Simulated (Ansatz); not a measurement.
Start from `O[SiH2]N[SiH2][AlH2]` and change one atom or group to get `O[SiH2][NH][ZnH]`.

Ansatz, PBE0-D4/def2-TZVP geometries, multiplicity 1. Each molecule was computed in one conformer, which needn't be the lowest.

Scalar relativity is left out up to krypton.

| property | `O[SiH2]N[SiH2][AlH2]` |
| --- | --- |
| HOMO–LUMO gap (PBE/def2-TZVPP) / eV | 3.09 |
| HOMO energy (B3LYP/def2-TZVPP) / eV | -6.90 |
| LUMO energy (ωB97M-V/def2-TZVPP) / eV | -0.47 |
| size of the dipole moment (B3LYP/def2-TZVPP) / D | 2.08 |
| LUMO energy (PBE/def2-TZVPP) / eV | -2.86 |
| HOMO energy (PBE/def2-TZVPP) / eV | -5.95 |

(1) Give the same properties after the change, and the shifts. (Estimate.)

Answers

(1) Computed: 
```
                                        property  `O[SiH2][NH][ZnH]`  shift
             HOMO–LUMO gap (PBE/def2-TZVPP) / eV                4.78   1.69
             HOMO energy (B3LYP/def2-TZVPP) / eV               -6.83   0.07
           LUMO energy (ωB97M-V/def2-TZVPP) / eV                1.17   1.64
size of the dipole moment (B3LYP/def2-TZVPP) / D                0.73  -1.35
               LUMO energy (PBE/def2-TZVPP) / eV               -0.99   1.87
               HOMO energy (PBE/def2-TZVPP) / eV               -5.77   0.18
```

Dipoles are sizes alone; their direction can turn.

B3LYP here is the variant with VWN-RPA as its local correlation; programs differ in this.
